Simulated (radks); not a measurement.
Excited configurations of Li I: one electron is placed in a higher orbital outside [He]. The ground configuration is [He] 2s1. Calculated with a radial shooting solver on a logarithmic mesh with Libxc functionals: non-relativistic Kohn-Sham, PBE, spin-unpolarised, spherical densities, point nucleus; without spin polarisation the odd electron is poorly described. Excitation = E - E(ground); binding = E(ion) - E, where the ion is the core of charge +1; n* = 1/sqrt(2 binding) in atomic units, and the quantum defect is n - n*.

| outer orbital | excitation (eV) | binding (eV) | eigenvalue (eV) | <r> (bohr) |
|---|---|---|---|---|
| 3s | 3.099 | 2.197 | -1.297 | 9.597 |
| 3p | 3.537 | 1.759 | -0.984 | 11.12 |
| 4d | 4.352 | 0.944 | -0.549 | 20.02 |
| 4f | 4.390 | 0.906 | -0.438 | 17.57 |
| 5d | 4.664 | 0.632 | -0.399 | 32.27 |
| 6s | 4.771 | 0.525 | -0.353 | 42.92 |
| 7s | 4.912 | 0.384 | -0.264 | 59.33 |

The Delta-SCF ionisation energy is 5.296 eV (NIST Atomic Spectra Database: 5.392 eV, measured). Self-interaction in the functional shifts the binding energies and quantum defects, so they are the method's values and not measured ones. Spin polarisation and multiplet splitting are left out, so open shells lie too high by an amount that depends on their filling.
